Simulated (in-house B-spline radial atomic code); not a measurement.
Mn2+: [Ne] 3s2 3p(3 up, 2 down) 3d(3 up, 2 down) 4f(1 up, 0 down) (an excited or competing configuration)

All numbers are computed (non-relativistic M06-2X, spin-polarised, spherical fractional occupations; point nucleus) with a radial B-spline atomic code at the basis-set limit, not measured.

Z_r = [3n² - l(l+1)]/(2<r>); Z_e = n√(-2ε); the last column is Slater's effective charge. Values are occupation-weighted means over spin.

| shell | electrons | ε (eV) | <r> (bohr) | Z_r | Z_e | Slater |
| --- | --- | --- | --- | --- | --- | --- |
| 1s | 2 | -6495.7 | 0.06162 | 24.34 | 21.85 | 24.70 |
| 2s | 2 | -796.26 | 0.2819 | 21.29 | 15.30 | 20.85 |
| 2p | 6 | -689.64 | 0.2473 | 20.22 | 14.24 | 20.85 |
| 3s | 2 | -126.12 | 0.8506 | 15.87 | 9.13 | 14.10 |
| 3p | 5 | -93.227 | 0.8889 | 14.06 | 7.85 | 14.10 |
| 3d | 5 | -38.154 | 1.05 | 10.00 | 5.02 | 6.60 |
| 4f | 1 | -6.8951 | 6.069 | 2.97 | 2.85 | 3.00 |

The least bound orbital is 4f up at -6.895 eV, and it is also the most diffuse (<r> = 6.069 bohr).

Caution: exact exchange at fractional occupations of open shells leaves self-interaction of up to several eV.
